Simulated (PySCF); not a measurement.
Harmonic spectrum computed at PBE0 in the def2-TZVP basis family (core potentials from Rb on, PySCF, no spin–orbit coupling):

```json
{"symmetry": "π", "ω (cm⁻¹)": "776", "IR (km/mol, summed over degenerate members)": "74.1"}
{"symmetry": "σ+", "ω (cm⁻¹)": "2224", "IR (km/mol, summed over degenerate members)": "1.7"}
{"symmetry": "σ+", "ω (cm⁻¹)": "3459", "IR (km/mol, summed over degenerate members)": "67.9"}
```

Task: Which molecule gave it? In each, all ligands are bound to the one heavy central atom.
A. HCN (singlet)
B. HCoN (quartet)
C. HZrN (singlet)
D. HTiN (singlet)

Result: A. It has C∞v symmetry with C–H 1.069 Å, C–N 1.146 Å.
